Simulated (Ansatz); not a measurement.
Compare A (`OBOCO`) with its isomer B (`COB(O)O`).

Calculated with Ansatz (gas phase, PBE0-D4/def2-TZVP geometries, no zero-point term in ΔE). CCSD(T)/CBS adds triple-zeta CCSD(T) − MP2 to the extrapolated MP2 energy (def2 sets, frozen cores). Functionals use def2-TZVPP. B3LYP here is the variant with VWN-RPA as its local correlation; programs differ in this. Each species was taken in one conformer, which may not be the lowest.

Task: Which is lower in electronic energy at CCSD(T)/CBS, and by how much? (Estimate.)

Result: The calculation gave: B, by 176.3 kJ/mol.

Task: Give E(B) − E(A) in kJ/mol with CCSD/def2-TZVPP, CCSD(T)/def2-TZVPP, HF/def2-TZVPP, B3LYP, ωB97M-V, B2PLYP, r2SCAN-D4. (Estimate.)

Result: The calculation gave: CCSD/def2-TZVPP -176.6, CCSD(T)/def2-TZVPP -174.5, HF/def2-TZVPP -180.9, B3LYP -172.1, ωB97M-V -173.7, B2PLYP -174.5, r2SCAN-D4 -175.4. None reverses the order clearly.

Largest T1 diagnostic: 0.013.

From PBE to PBE0 (25 % exact exchange), in def2-TZVPP and without D4, E(B) − E(A) moves by −6.7 kJ/mol.
